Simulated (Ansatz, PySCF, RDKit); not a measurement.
Constitutional and geometric isomers with formula C2H6Si. Gas-phase values, no solvent. Strings in code marks are SMILES.

Quantity: electronic energy of isomers of C2H6Si relative to `C=C[SiH3]`, in kcal/mol. The restricted reference of `CC=[SiH2]` and `C=[SiH]C` is unstable towards unrestricted orbitals. Force-field values (RDKit) are differences of steric energies, which aren't made for comparing isomers with other bonds.

Level 1: ωB97X-D3(BJ)/def2-TZVP // PBE0-D3(BJ)/def2-TZVP (PySCF)
Level 2: HF/6-31G* // PBE0-D3(BJ)/def2-TZVP (PySCF)
Level 3: HF/cc-pVTZ // PBE0-D3(BJ)/def2-TZVP (Ansatz, a program for electronic structure)
Level 4: MMFF94, relaxed from the DFT geometry (RDKit)

```json
[
 {"species": "`C1C[SiH2]1`", "level 1": "6.62", "level 2": "14.7", "level 3": "15.5", "level 4": "-16.3"},
 {"species": "`C=[SiH]C`", "level 1": "8.13", "level 2": "17.0", "level 3": "15.7", "level 4": "-20.4"},
 {"species": "`CC=[SiH2]`", "level 1": "20.1", "level 2": "25.7", "level 3": "26.5", "level 4": "-21.8"}
]
```
